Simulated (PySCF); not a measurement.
B(Cl)(H)(SeH) (BClH2Se), SMILES ClB[SeH].

Geometry: B3LYP-D3(BJ)/def2-TZVP. One conformer was computed; it need not be the lowest.

Vertical ionisation energy (IE) and electron affinity (EA) in eV. Rows of orbital energies are one-electron estimates. Where ΔSCF, EOM or ADC give a negative EA the extra electron is unbound and the value depends on the basis.

```tsv
level	IE	EA
−ε(HOMO), −ε(LUMO), M06-2X/def2-TZVPD (PySCF)	8.92	0.68
ADC(2)/aug-cc-pVDZ (PySCF)	?	?
```

Question: Some entries are withheld; supply them. (Estimate from the structure and the level; the computed values follow.)

Answer: 
- ADC(2)/aug-cc-pVDZ (PySCF), IE: 9.73
- ADC(2)/aug-cc-pVDZ (PySCF), EA: -0.75

Question: Beyond the first one, list the lowest photoelectron lines from PySCF with ADC(2)/aug-cc-pVDZ with their pole strengths (two spins summed). (The exact figures need the calculation; the answer reports its results.)

Answer: 10.62 eV (1.81), 12.21 eV (1.80), 12.42 eV (1.79), 13.39 eV (1.79), 14.46 eV (1.78).
